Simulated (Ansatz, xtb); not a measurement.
Relative energy of two structures of BH6InOSi

We compare a, a singlet given by its coordinates, with b, a singlet given by its coordinates. Both are gas-phase species (loosely bound parts included), relaxed with PBE0-D3(BJ)/def2-SVP.

a (Å):

```yaml
atoms:
  - { symbol: B, position_ang: [0.4287, 2.2745, 0.7096] }
  - { symbol: In, position_ang: [0.5955, -0.8549, 2.4259] }
  - { symbol: O, position_ang: [-0.3753, 1.3475, 1.2857] }
  - { symbol: Si, position_ang: [-2.0939, 1.3485, 1.4228] }
  - { symbol: H, position_ang: [-2.4877, 1.4070, 2.8512] }
  - { symbol: H, position_ang: [-2.6623, 0.2028, 0.6724] }
  - { symbol: H, position_ang: [-2.5065, 2.6220, 0.7520] }
  - { symbol: H, position_ang: [-0.0483, 3.2657, 0.2005] }
  - { symbol: H, position_ang: [1.6204, 2.0652, 0.7297] }
  - { symbol: H, position_ang: [-1.2924, -0.8333, 2.5643] }
```

Close contacts (Å): B1–O3 1.36, In2–O3 2.66, O3–Si4 1.72, B1–H8 1.21, B1–H9 1.21, In2–H10 1.89, Si4–H5 1.48, Si4–H6 1.48, Si4–H7 1.50.

b (Å):

```xyz
10

B    -1.9185   -0.5658   -0.6415
In   -3.9239    0.0515   -1.9777
O    -1.6327    0.4867   -1.6852
Si   -0.3637    1.5631   -1.6061
H    -0.9614   -0.9187    0.0258
H    -2.4099   -1.5585   -1.2524
H    -0.4434    2.4040   -0.3719
H    -0.4675    2.4480   -2.8043
H     0.9403    0.8380   -1.6230
H    -2.8402   -0.1327    0.1124
```

Close contacts (Å): B1–In2 2.49, B1–O3 1.51, In2–O3 2.35, O3–Si4 1.67, B1–H5 1.22, B1–H6 1.26, B1–H10 1.27, In2–H6 2.33, In2–H10 2.36, Si4–H7 1.50, Si4–H8 1.49, Si4–H9 1.49.

Task: Estimate which is lower in electronic energy at CCSD(T)/def2-SVP + ΔMP2/def2-TZVPP, and by roughly how much.

Result: The CCSD(T)/def2-SVP + ΔMP2/def2-TZVPP calculation puts structure b lower, by 1.078 eV.

The same difference at several levels:

```json
{"level": "GFN2-xTB", "geometry": "GFN2-xTB", "E(b) − E(a) (eV)": "−0.817", "departure from the last row (eV)": "+0.261", "job, with rough time for the two": "optimisation, 0.61 s"}
{"level": "HF/STO-3G", "geometry": "GFN2-xTB", "E(b) − E(a) (eV)": "−2.506", "departure from the last row (eV)": "−1.428", "job, with rough time for the two": "single point, 0.86 s"}
{"level": "r2SCAN-D4/def2-SVP", "geometry": "GFN2-xTB", "E(b) − E(a) (eV)": "−1.307", "departure from the last row (eV)": "−0.228", "job, with rough time for the two": "single point, 2.8 s"}
{"level": "PBE0-D3(BJ)/def2-SVP", "geometry": "PBE0-D3(BJ)/def2-SVP", "E(b) − E(a) (eV)": "−1.069", "departure from the last row (eV)": "+0.009", "job, with rough time for the two": "optimisation, 1.8 min"}
{"level": "HF/def2-SVP", "geometry": "PBE0-D3(BJ)/def2-SVP", "E(b) − E(a) (eV)": "−0.585", "departure from the last row (eV)": "+0.493", "job, with rough time for the two": "part of the CCSD(T) run"}
{"level": "MP2/def2-SVP", "geometry": "PBE0-D3(BJ)/def2-SVP", "E(b) − E(a) (eV)": "−0.998", "departure from the last row (eV)": "+0.081", "job, with rough time for the two": "part of the CCSD(T) run"}
{"level": "CCSD(T)/def2-SVP", "geometry": "PBE0-D3(BJ)/def2-SVP", "E(b) − E(a) (eV)": "−0.920", "departure from the last row (eV)": "+0.158", "job, with rough time for the two": "single point"}
{"level": "CCSD(T)/def2-SVP + ΔMP2/def2-TZVPP", "geometry": "PBE0-D3(BJ)/def2-SVP", "E(b) − E(a) (eV)": "−1.078", "departure from the last row (eV)": "", "job, with rough time for the two": "single point, 25 s"}
```

The levels shown agree on the order. The largest departure from CCSD(T)/def2-SVP + ΔMP2/def2-TZVPP is that of HF/STO-3G, 1.428 eV. The last row adds to CCSD(T) the change of the MP2 difference between the two basis sets, here −0.158 eV, a large step that makes the value less sure.

With harmonic frequencies from PBE0-D3(BJ)/def2-SVP (ideal gas, rigid rotor, one conformer each, 298.15 K, 1 atm): on the last row, ΔE + ΔZPE = −0.995 eV. A mode under 50 cm⁻¹ makes harmonic enthalpies and free energies unreliable, so none is given.

The correlated steps freeze 11 core orbitals; the filled d shell of In is correlated, in a basis made for valence electrons. Atoms past krypton carry core potentials in the def2 sets, other sets are all-electron and non-relativistic, and no spin–orbit term is included. Programs: Ansatz 0.2.0, xtb 6.7.1; the last row on 2 threads of Intel(R) Xeon(R) Platinum 8488C (Sapphire Rapids) on a shared host.
